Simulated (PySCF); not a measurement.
Computed IR spectrum (relative IR intensity) of a molecule C4F6. Geometry: PBE-D3(BJ)/def2-SVP. The values are those of a single conformer. Calculation: PBE-D3(BJ)/def2-SVP (PySCF). No scaling factor is applied to the harmonic values.

ν (cm⁻¹): 946 (m), 969 (m), 1104 (m), 1153 (vs), 1244 (w), 1355 (m), 1400 (vs), 1794 (m) (against the strongest line: vs over 80 %, s over 45 %, m over 15 %, w over 4 %, vw less)

**Question.** Which molecule gave these data?
(A) FC(F)(F)C#CC(F)(F)F
(B) FC1=C(F)C(F)(F)C1(F)F
(C) FC(F)=C(F)C(F)=C(F)F

**Answer.** B, FC1=C(F)C(F)(F)C1(F)F
